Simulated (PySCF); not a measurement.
H7N3OSi.
SMILES with atom numbers: `[NH2:1][Si:2]([NH2:3])([NH2:4])[OH:5]` (hydrogens: H6, H7 on N1; H8, H9 on N3; H10, H11 on N4; H12 on O5)

Computed by this run: PBE0-D3(BJ)/def2-SVP geometry optimisation, gas phase (PySCF 2.14.0); density fitting, grid level 1; the optimiser is geomeTRIC in internal coordinates, started from a GFN2-xTB structure.

Step 0: E = -14494.4770 eV
```
atom  x, y, z in Å  |  force x, y, z in eV/Å
N1     -1.3053    1.0700   -0.2229    0.124  -0.356   0.081
Si2    -0.2027   -0.1885    0.2137    0.226   0.561  -0.858
N3      1.3661    0.4346    0.6254   -0.459  -0.153   0.115
N4     -0.1767   -1.2354   -1.1628    0.121   0.370   0.256
O5     -0.7504   -0.9812    1.5352   -0.228  -0.753   0.459
H6     -1.4179    1.8276    0.4306   -0.096   0.282   0.252
H7     -1.2062    1.4475   -1.1498    0.002   0.149  -0.425
H8      1.8537    0.9552   -0.0848    0.161   0.256  -0.287
H9      2.0121   -0.2022    1.0637    0.249  -0.228   0.236
H10    -1.0778   -1.4939   -1.5316   -0.385  -0.096  -0.125
H11     0.3896   -2.0648   -1.0828    0.283  -0.264  -0.046
H12    -0.8672   -0.4957    2.3463    0.000   0.232   0.342
```

Step 1: E = -14494.5298 eV
```
atom  x, y, z in Å  |  force x, y, z in eV/Å
N1     -1.2881    1.0977   -0.2526    0.044   0.105   0.085
Si2    -0.2188   -0.1763    0.2012    0.032  -0.110   0.127
N3      1.3572    0.3920    0.6421    0.049   0.012  -0.172
N4     -0.2195   -1.2254   -1.1664    0.019  -0.099   0.021
O5     -0.7558   -0.9914    1.5585   -0.116   0.054  -0.073
H6     -1.4545    1.8544    0.4024   -0.035  -0.017  -0.017
H7     -1.2052    1.4667   -1.1943   -0.018  -0.064   0.014
H8      1.8566    0.9514   -0.0429    0.015   0.025   0.063
H9      2.0018   -0.2469    1.0975   -0.057   0.002   0.011
H10    -1.1233   -1.5933   -1.4506    0.030   0.017  -0.007
H11     0.4700   -1.9707   -1.1887   -0.012   0.060  -0.011
H12    -0.8029   -0.4850    2.3742    0.049   0.014  -0.042
```

**Question.** Estimate the geometry and energy of step 2. (The exact step hangs on the optimiser's Hessian estimate; all steps are aligned on step 1, rigid shifts and turns removed.)

**Answer.** E = -14494.5348 eV, largest force 0.100 eV/Å
```
atom  x, y, z in Å  |  force x, y, z in eV/Å
N1     -1.2864    1.0991   -0.2440    0.048   0.053   0.038
Si2    -0.2185   -0.1791    0.2017    0.014  -0.018   0.029
N3      1.3601    0.3874    0.6347    0.014  -0.025  -0.096
N4     -0.2172   -1.2294   -1.1654   -0.015  -0.025   0.041
O5     -0.7692   -0.9843    1.5564   -0.058   0.004  -0.033
H6     -1.4583    1.8554    0.4094   -0.024  -0.019  -0.015
H7     -1.2141    1.4605   -1.1885   -0.022  -0.025  -0.009
H8      1.8650    0.9543   -0.0394   -0.006   0.013   0.043
H9      1.9986   -0.2533    1.0946   -0.012  -0.002   0.019
H10    -1.1183   -1.5972   -1.4558    0.009  -0.001  -0.008
H11     0.4764   -1.9692   -1.1914    0.017   0.027  -0.013
H12    -0.8008   -0.4710    2.3679    0.035   0.017   0.004
```

The energy changes by -0.0050 eV. The first-order estimate −F·Δx gives -0.0071 eV and the mean of the old and new forces, exact on a quadratic surface, -0.0053 eV. The step makes an angle of 55° with the force vector and moves no atom by more than 0.016 Å.

What follows is the cost of the whole optimisation. The run took 32 s wall on one thread, Arm Neoverse V2 (aarch64), on a shared host, and the process peaked at 0.50 GiB of memory.
